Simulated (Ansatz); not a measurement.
PBE exchange is replaced step by step with exact exchange (0 % is PBE, 25 % PBE0; no dispersion term), basis def2-TZVP, Ansatz. System: Zn₃ (the lowest singlet isomer of a short search). Charge 0, multiplicity 1. Geometry: PBE0/def2-TZVP, each spin state at its own.

The relaxed triplet has other bonds than the singlet, so its gap is one between isomers. The relaxed quintet has other bonds than the singlet, so its gap is one between isomers.

Geometry of the singlet:

```xyz
3

Zn    0.955    0.804   -1.161
Zn    0.606   -1.382    0.792
Zn   -1.560    0.578    0.369
```

At PBE/def2-TZVP the gap within one spin of the charge 0 triplet nearly closes, so an electron or hole may be smeared out by delocalisation error. The structure comes from a short search, and lower isomers may exist.

| exact exchange (%) | HOMO (eV) | LUMO (eV) | gap (eV) | triplet − singlet (kJ/mol) | quintet − singlet (kJ/mol) |
| --- | --- | --- | --- | --- | --- |
| 0 | -5.29 | -2.36 | 2.94 | 181.8 | 429.3 |
| 5 | -5.41 | -2.23 | 3.18 | 180.2 | 422.3 |
| 10 | -5.53 | -2.11 | 3.42 | 178.3 | 415.3 |
| 15 | -5.64 | -1.98 | 3.66 | 176.4 | 408.2 |
| 25 | -5.88 | -1.74 | 4.14 | 172.2 | 393.8 |
| 50 | -6.46 | -1.16 | 5.30 | 159.3 | 357.0 |

(1) Fit a straight line to the column «quintet − singlet (kJ/mol)» against the share of exact exchange and predict its value at 35 %.

Results:

(1) With x = exact exchange (%) and y = quintet − singlet (kJ/mol): mean x = 17.5, mean y = 404.3; Σ(x − x̄)(y − ȳ) = -2371, Σ(x − x̄)² = 1638; slope b = -1.447, intercept a = ȳ − b·x̄ = 429.6. The residuals of the fitted rows reach 0.4. At x = 35 the line gives 429.6 + (-1.447 × 35) = 379.0; the run gave 379.2, 0.2 more than the line.
